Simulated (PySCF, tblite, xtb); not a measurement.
Potential energy surface of H4N (cation, charge +1), singlet: flattening of a tetrahedron along the D2d path, bond length relaxed. Scanned: the two opposite H-N-H angles (109.47 = tetrahedral, 180 = square planar). Other coordinates (N-H bond length) were minimised at PBE0/def2-TZVP.

Computed with: GFN1-xTB (xtb); GFN2-xTB, 300 K electronic temperature (tblite); RHF/6-31G* = restricted Hartree-Fock/6-31G*, spherical d (PySCF).

Energies in eV, each method relative to its own lowest point.

| a / ° | GFN1-xTB | GFN2-xTB | RHF/6-31G* |
|---|---|---|---|
| 90 | 0.544 | 0.488 | 0.808 |
| 95 | 0.297 | ? | 0.442 |
| 100 | 0.126 | 0.112 | 0.187 |
| 105 | 0.028 | 0.025 | 0.041 |
| 109.47 | 0.000 | 0.000 | 0.000 |
| 115 | 0.041 | 0.036 | 0.061 |
| 120 | 0.149 | 0.127 | ? |
| 130 | 0.553 | 0.461 | 0.811 |
| 140 | 1.183 | 0.958 | 1.722 |
| 150 | 1.989 | 1.562 | ? |
| 160 | 2.866 | ? | 4.139 |
| 170 | 3.616 | 2.698 | ? |
| 180 | — | 2.904 | — |

Question: Fill in the missing entries.

Answer: 
- 95, GFN2-xTB: 0.265
- 120, RHF/6-31G*: 0.220
- 150, RHF/6-31G*: 2.875
- 160, GFN2-xTB: 2.188
- 170, RHF/6-31G*: 5.262

Dashes: no converged value, or the column stops at the first point that the program doubted or that broke a chosen test of continuity, which isn't proof of a fault.
